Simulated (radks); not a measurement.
Values are calculated unless marked as measured or tabulated.
Q: These are the eigenvalues of the occupied orbitals of an atom or ion with whole-number occupations (eV). Level of theory: non-relativistic Kohn-Sham, TPSS, spin-unpolarised, spherical densities, point nucleus; meta-GGA in the generalised Kohn-Sham scheme (a radial shooting solver on a logarithmic mesh with Libxc functionals).

| orbital | eigenvalue |
|---|---|
| 1s | -8782.844 |
| 2s | -1060.088 |
| 2p | -930.2865 |
| 3s | -127.9848 |
| 3p | -87.4003 |
| 3d | -19.8686 |
| 4s | -13.1707 |

Which element is it, and in what charge state? The configuration may be excited.

A: Z = 29, copper, charge +1: Cu+ in [Ne] 3s2 3p5 3d10 4s1. The list shows which subshells hold electrons but not how many an open one holds; the 1s level, -322.76 hartree, gives Z - s = 25.4 by -(Z - s)^2/2, which with screening narrows Z to a few neighbours, and the depths of the outer levels then fix element, charge and occupations together.
